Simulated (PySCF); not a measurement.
Atom-mapped SMILES (the numbers label the heavy atoms): `[CH3:1][SiH:2]([O:3][SiH3:4])[O:5][SiH3:6]`. Each H is labelled by its parent atom.

Geometry: PBE0-D3(BJ)/def2-SVP; GIAO shifts from PySCF 2.14.0 with density-fitted response routines, gas phase, non-relativistic, averaged over equivalent atoms.

At wB97X-D/pcSseg-1 (173 basis functions, 49 s wall time on 1 thread of an Arm Neoverse N1, shared host):
| atoms | δ (ppm) |
| --- | --- |
| C1 | 2.0 |
| Si2 | -21.8 |
| Si4/Si6 | -41.2 |
| O3/O5 | 43.1 |
| H(Si4)/H(Si6) | 5.04 |
| H(Si2) | 4.74 |
| H(C1) | 0.18 |

Referencing at the same level of theory: ¹³C (184.54 ppm), ²⁹Si (352.93 ppm), ¹H (31.38 ppm) vs TMS; ¹⁷O (333.19 ppm) vs H2O.

Q: What do these become at PBE0/pcSseg-1?

A: 
```json
{"atoms": "C1", "δ at PBE0/pcSseg-1": "1.8", "change": "-0.2"}
{"atoms": "Si2", "δ at PBE0/pcSseg-1": "-21.4", "change": "+0.4"}
{"atoms": "Si4/Si6", "δ at PBE0/pcSseg-1": "-41.3", "change": "-0.1"}
{"atoms": "O3/O5", "δ at PBE0/pcSseg-1": "47.1", "change": "+4.0"}
{"atoms": "H(Si4)/H(Si6)", "δ at PBE0/pcSseg-1": "5.13", "change": "+0.09"}
{"atoms": "H(Si2)", "δ at PBE0/pcSseg-1": "4.86", "change": "+0.12"}
{"atoms": "H(C1)", "δ at PBE0/pcSseg-1": "0.19", "change": "+0.01"}
```

δ = σ(ref) − σ, references computed at the same level: TMS for ¹³C (σ = 184.41 ppm), ²⁹Si (σ = 351.99 ppm), ¹H (σ = 31.27 ppm); ¹⁷O (σ = 334.56 ppm) vs H2O.

The largest change is at O3/O5 (oxygen bonded to 2 Si). Cost: 173 basis functions, 40 s wall time on 1 thread of an Arm Neoverse N1, shared host.

Experimental scales use liquid or dissolved standards, which lie at an offset from isolated H2O (liquid H2O: subtract about 36 ppm).
